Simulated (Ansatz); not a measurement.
Predict a relaxed structure of the cluster Na₅H₅ (the lowest singlet isomer of a short search), charge 0, singlet, at PBE0-D4/def2-SVP (Ansatz).


```xyz
10

Na   -0.0779    1.3460    2.9207
Na   -0.8006   -2.6037   -1.6681
Na    0.9301    0.4394   -3.0465
Na    1.3632    2.8649   -0.2051
Na   -1.4149   -2.0467    1.9990
H     1.4801    2.1344   -2.0884
H     0.0807   -1.3991   -3.0390
H    -0.9638   -0.4577    3.1731
H    -1.4267   -2.9933    0.2134
H     0.8299    2.7158    1.7409
```
 This is one stationary point.

The structure comes from a short search, and lower isomers may exist.
